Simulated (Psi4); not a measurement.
Approach curve of the dimer F6Si2 ··· H2O (SMILES F[Si](F)(F)[Si](F)(F)F and O). Monomers: optimised at B3LYP-D3(BJ) (def2-TZVP), held rigid. Orientation: lowest of the rigid-body minima from ten starts at GFN2-xTB. Only R, the distance of the centres of mass, is varied, so the lowest point isn't the relaxed dimer.

- PBE/def2-TZVP, counterpoise-corrected (Psi4)
- PBE-D3(BJ)/def2-TZVP, counterpoise-corrected (Psi4)
- wB97M-V/def2-TZVP, counterpoise-corrected (Psi4)

Interaction energies in kcal/mol; the last columns give the difference from wB97M-V:

```json
[
 {"R / Å": "2.44", "PBE/def2-TZVP": "9.09", "PBE-D3(BJ)/def2-TZVP": "7.27", "wB97M-V/def2-TZVP": "4.69", "PBE/def2-TZVP − wB97M-V/def2-TZVP": "4.40", "PBE-D3(BJ)/def2-TZVP − wB97M-V/def2-TZVP": "2.58"},
 {"R / Å": "2.64", "PBE/def2-TZVP": "3.67", "PBE-D3(BJ)/def2-TZVP": "1.99", "wB97M-V/def2-TZVP": "-0.15", "PBE/def2-TZVP − wB97M-V/def2-TZVP": "3.81", "PBE-D3(BJ)/def2-TZVP − wB97M-V/def2-TZVP": "2.14"},
 {"R / Å": "2.83", "PBE/def2-TZVP": "0.65", "PBE-D3(BJ)/def2-TZVP": "-0.87", "wB97M-V/def2-TZVP": "-2.57", "PBE/def2-TZVP − wB97M-V/def2-TZVP": "3.22", "PBE-D3(BJ)/def2-TZVP − wB97M-V/def2-TZVP": "1.69"},
 {"R / Å": "3.04", "PBE/def2-TZVP": "-1.10", "PBE-D3(BJ)/def2-TZVP": "-2.45", "wB97M-V/def2-TZVP": "-3.67", "PBE/def2-TZVP − wB97M-V/def2-TZVP": "2.58", "PBE-D3(BJ)/def2-TZVP − wB97M-V/def2-TZVP": "1.22"},
 {"R / Å": "3.22", "PBE/def2-TZVP": "-1.77", "PBE-D3(BJ)/def2-TZVP": "-2.97", "wB97M-V/def2-TZVP": "-3.84", "PBE/def2-TZVP − wB97M-V/def2-TZVP": "2.07", "PBE-D3(BJ)/def2-TZVP − wB97M-V/def2-TZVP": "0.87"},
 {"R / Å": "3.55", "PBE/def2-TZVP": "-1.95", "PBE-D3(BJ)/def2-TZVP": "-2.88", "wB97M-V/def2-TZVP": "-3.28", "PBE/def2-TZVP − wB97M-V/def2-TZVP": "1.33", "PBE-D3(BJ)/def2-TZVP − wB97M-V/def2-TZVP": "0.40"},
 {"R / Å": "3.84", "PBE/def2-TZVP": "-1.66", "PBE-D3(BJ)/def2-TZVP": "-2.37", "wB97M-V/def2-TZVP": "-2.53", "PBE/def2-TZVP − wB97M-V/def2-TZVP": "0.88", "PBE-D3(BJ)/def2-TZVP − wB97M-V/def2-TZVP": "0.16"},
 {"R / Å": "4.37", "PBE/def2-TZVP": "-1.01", "PBE-D3(BJ)/def2-TZVP": "-1.43", "wB97M-V/def2-TZVP": "-1.42", "PBE/def2-TZVP − wB97M-V/def2-TZVP": "0.41", "PBE-D3(BJ)/def2-TZVP − wB97M-V/def2-TZVP": "-0.01"},
 {"R / Å": "5.00", "PBE/def2-TZVP": "-0.49", "PBE-D3(BJ)/def2-TZVP": "-0.70", "wB97M-V/def2-TZVP": "-0.69", "PBE/def2-TZVP − wB97M-V/def2-TZVP": "0.20", "PBE-D3(BJ)/def2-TZVP − wB97M-V/def2-TZVP": "-0.01"},
 {"R / Å": "6.07", "PBE/def2-TZVP": "-0.14", "PBE-D3(BJ)/def2-TZVP": "-0.21", "wB97M-V/def2-TZVP": "-0.22", "PBE/def2-TZVP − wB97M-V/def2-TZVP": "0.08", "PBE-D3(BJ)/def2-TZVP − wB97M-V/def2-TZVP": "0.01"},
 {"R / Å": "7.30", "PBE/def2-TZVP": "-0.05", "PBE-D3(BJ)/def2-TZVP": "-0.07", "wB97M-V/def2-TZVP": "-0.08", "PBE/def2-TZVP − wB97M-V/def2-TZVP": "0.03", "PBE-D3(BJ)/def2-TZVP − wB97M-V/def2-TZVP": "0.01"}
]
```

PBE/def2-TZVP is furthest from wB97M-V/def2-TZVP at 2.44 (4.40 kcal/mol, above); its mean absolute difference over the points is 1.73 kcal/mol.

PBE-D3(BJ)/def2-TZVP is furthest from wB97M-V/def2-TZVP at 2.44 (2.58 kcal/mol, above); its mean absolute difference over the points is 0.83 kcal/mol.
